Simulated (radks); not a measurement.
Question: The mean radii <r> (bohr) of the occupied orbitals of an atom or ion are listed with their occupations. Method: Dirac Kohn-Sham, exchange-only B88, spin-unpolarised, spherical densities, point nucleus; computed with a radial shooting solver on a logarithmic mesh with Libxc functionals.

| orbital | occ. | <r> |
|---|---|---|
| 1s1/2 | 2 | 0.1202 |
| 2s1/2 | 2 | 0.6236 |
| 2p1/2 | 2 | 0.5962 |
| 2p3/2 | 4 | 0.5984 |

Name the element and its charge. Open shells, if any, fill j = l - 1/2 first.

Answer: Z = 13, aluminium, charge +3: Al3+ in [Ne]. The 1s radius gives Z: for a bare nucleus <r> = (2 gamma + 1)/(2Z) with gamma = sqrt(1 - (Z/c)^2), 0.115 bohr for Z = 13, and screening makes it slightly larger (0.1202 here). The occupations add up to 10, and the charge is Z minus that.
